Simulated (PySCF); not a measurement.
C6H4ClF3Si, SMILES F[Si](c1c(cccc1)Cl)(F)F, GFN2-xTB optimised geometry. Atoms within 1.6 Å of the plane z = 0.6 Å (x, y, z in Å): F1 (1.02, 2.95, 1.25), Si2 (1.27, 2.02, 0.00), F4 (2.84, 1.76, -0.01), C5 (0.34, 0.40, 0.00), C6 (1.01, -0.82, 0.00), C7 (0.32, -2.02, 0.00), C8 (-1.07, -2.02, 0.00), C9 (-1.76, -0.82, 0.00), C10 (-1.06, 0.37, 0.00), Cl11 (-1.92, 1.87, 0.00), H12 (2.09, -0.83, 0.00), H13 (0.86, -2.95, 0.00), H14 (-1.61, -2.95, 0.00), H15 (-2.84, -0.81, 0.00).

Computed with PBE0/def2-TZVP (PySCF 2.14.0).

Map of the deformation density (molecule minus spherical neutral atoms) (e/bohr³) on the plane z = 0.6 Å:

```
|-------------------------------|
|-------------------------------|
|-------------------------------|
|-------------------------------|
|-------------------------------|
|-----------------===-::--------|
|--------:--------+#*-::--------|
|-------::--=---:-*@%-::--------|
|---------=+=--:::=*+:.---------|
|-------=+#*=-:::..:. :=+=------|
|-------=++-:::::::.  :++=------|
|---------:--::::=+=. :===------|
|--------::--:::-=*+:.:---------|
|-------::::..-+-:==::::--------|
|------:::::..=*-.--::::--------|
|-----:::::=+---:-+=:::::-------|
|-----::-::=*-...=+-:::::-------|
|----:::==..-:  .:: .=-:::------|
|----:::=-.:-:. .:-..=-:::------|
|-----:::::+*-..:=*=:::::-------|
|-----:::::==:-=:-+-::::--------|
|------:::::. =*- .::::---------|
|-------:::-:.-=:.--:::---------|
|-------:::==::::-=-::----------|
|--------::--::::---::----------|
|--------:::::::::::::----------|
|---------:::::::::::-----------|
|-------------------------------|
|-------------------------------|
|-------------------------------|
|-------------------------------|
```
Scale: ten equal steps from -0.022 (start of ' ') to 0.041 (end of '@'), in the order ' .:-=+*#%@'; x runs from -5.00 to 5.00, y from -5.00 (bottom) to 5.00 (top).
